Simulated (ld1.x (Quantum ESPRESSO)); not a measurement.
# What the settings do to the RRKJ potential of Se (Z = 34)

Base potential:

| Item | Value |
| --- | --- |
| Element | Se (Z = 34) |
| Generator | ld1.x (Quantum ESPRESSO) 7.5 |
| Type | norm-conserving RRKJ (Kleinman–Bylander form) |
| Functional | PBE |
| Relativity | fully relativistic |
| Frozen core | [Ar] 3d10 |
| Valence charge | 6 |
| Reference configuration | 4s2 4p4 |
| Partial waves | 4s (bound): rc 1.60 bohr; 4p (bound): rc 1.25 bohr |
| Local potential | all-electron potential smoothed inside 1.15 bohr (lloc = -1) |
| Core correction | Bessel-smoothed model core, default radius (core density twice the valence density) |
| rho0 | 0.02 |

Open shells are filled in proportion to 2j + 1 (rel_dist='average').

All-electron outer shells of the reference configuration (PBE, scalar-relativistic, ld1.x):

```json
{"shell": "3p", "level (eV)": "-152.98", "outermost node (bohr)": "0.21", "outermost maximum (bohr)": "0.50"}
{"shell": "3d", "level (eV)": "-53.12", "outermost node (bohr)": "–", "outermost maximum (bohr)": "0.45"}
{"shell": "4s", "level (eV)": "-17.29", "outermost node (bohr)": "0.70", "outermost maximum (bohr)": "1.51"}
{"shell": "4p", "level (eV)": "-6.51", "outermost node (bohr)": "0.74", "outermost maximum (bohr)": "1.82"}
```

Cutoffs, loose and tight: the cutoffs (Ry, on a coarse ladder) from which the occupation-weighted sum of valence levels, in a spherical-Bessel basis at the reference potential, stays within 10 and 1 mRy of its value at 400 Ry. They do not see the model core or the augmentation charge, which bear on the density cutoff. Test errors are all-electron minus pseudo excitation energies from the reference, over the configurations 4s2 4p3; 4s2 4p2; 4s2 4p1; 4s1 4p4; 4s2 4p0; 4s2 4p4.3; 4s2 4p3.5. A dash means not determined; rows that change the core or the reference have their own tests.

A true bound ghost makes a file unfit for plane-wave use even where its test errors are small: the radial tests pick states by their node count and pass the ghost by.

| change | outcome | cutoff, loose | cutoff, tight | bound ghosts | largest test error (meV) |
| --- | --- | --- | --- | --- | --- |
| base | generated | 80 Ry | 100 Ry | s | -266 |
| all radii but the core radius scaled by about 0.75 (s 1.20, p 0.94 bohr); local potential all-electron potential smoothed inside 0.86 bohr (lloc = -1) | failed: compute_chi: n is too large | – | – | – | – |
| all radii but the core radius scaled by about 0.91 (s 1.46, p 1.14 bohr); local potential all-electron potential smoothed inside 1.04 bohr (lloc = -1) | failed: compute_chi: n is too large | – | – | – | – |
| all radii but the core radius scaled by about 1.14 (s 1.82, p 1.42 bohr); local potential all-electron potential smoothed inside 1.32 bohr (lloc = -1) | generated | 40 Ry | 55 Ry | none | +95 |

(1) What comes out with this change to the base: all radii but the core radius scaled by about 1.27 (s 2.04, p 1.58 bohr); local potential all-electron potential smoothed inside 1.46 bohr (lloc = -1)?

(2) What comes out with this change to the base: all radii but the core radius scaled by about 1.34 (s 2.14, p 1.68 bohr); local potential all-electron potential smoothed inside 1.54 bohr (lloc = -1)?

(3) What comes out with this change to the base: all radii but the core radius scaled by about 1.04 (s 1.66, p 1.30 bohr); local potential all-electron potential smoothed inside 1.20 bohr (lloc = -1)?

Results:

(1) outcome: generated; cutoff, loose: 35 Ry; cutoff, tight: 45 Ry; bound ghosts: none; largest test error (meV): -15.

(2) outcome: generated; cutoff, loose: 35 Ry; cutoff, tight: 45 Ry; bound ghosts: none; largest test error (meV): -21.

(3) outcome: generated; cutoff, loose: 60 Ry; cutoff, tight: 80 Ry; bound ghosts: s; largest test error (meV): -278.

Reading the sweep of the scale of all radii but the core radius (base = 1) (base included, trends over the rows without a ghost): Bound ghosts are found at 1, 1.04. The generation fails at 0.75, 0.91.
